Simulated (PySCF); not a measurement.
Order these species by their calculated properties.

All species are isolated and taken at one optimised geometry, non-relativistic unless stated. Electronic properties by PySCF.

The conformers computed, where there is a choice (atom-mapped SMILES and torsion angles):
- `[CH:1]#[C:2][CH2:3][P@H:4](=[Se:5])[CH2:6][CH2:7][CH3:8]`: C2–C3–P4–Se5 180°, C3–P4–C6–C7 67°, P4–C6–C7–C8 174°
- `[CH:1]#[C:2][CH2:3][P@@:4]([CH3:5])(=[Se:6])[CH2:7][CH3:8]`: C2–C3–P4–C5 55°, C3–P4–C7–C8 178°
- `[CH2:1]=[CH:2][S:3][CH:4][C:5]#[C:6][CH3:7]`: C1–C2–S3–C4 178°, C2–S3–C4–C5 -3°
- `[CH3:1][CH:2][c:3]1[cH:4][cH:5][cH:6][s:7]1`: C1–C2–C3–C4 0°

The conformers of `N[Si]1CCC[SiH2]1` [doublet state] and `N[Si@@H]1CC[CH][SiH2]1` [doublet state] aren't listed.

(1) Rank by smallest rotational constant, lowest first (PBE0-D3(BJ)/def2-SVP).
A. `BCC` (C2H7B)
B. `C#CC[P@@](C)(=[Se])CC` (C6H11PSe)
C. `C(CC)[P@H](CC#C)=[Se]` (C6H11PSe)
D. `Fc1cscp1` (C3H2FPS)

(2) Give the two extremes of that set in cm⁻¹.

(3) Rank by isotropic g value, lowest first (unrestricted B3LYP/pcH-1, mean-field spin–orbit at GFN2-xTB geometries).
A. `C=CS[CH]C#CC` [radical]
B. `C[CH]c1cccs1` [radical]
C. `N[Si]1CCC[SiH2]1` [radical]
D. `N[Si@@H]1CC[CH][SiH2]1` [radical]

## Answers

(1) C (0.504 GHz), B (0.610 GHz), D (1.478 GHz), A (7.362 GHz).

(2) `C#CC[P@H](=[Se])CCC`: 0.0168 cm⁻¹; `BCC` (C2H7B): 0.2456 cm⁻¹.

(3) D (2.00269), C (2.00313), B (2.00341), A (2.00460).
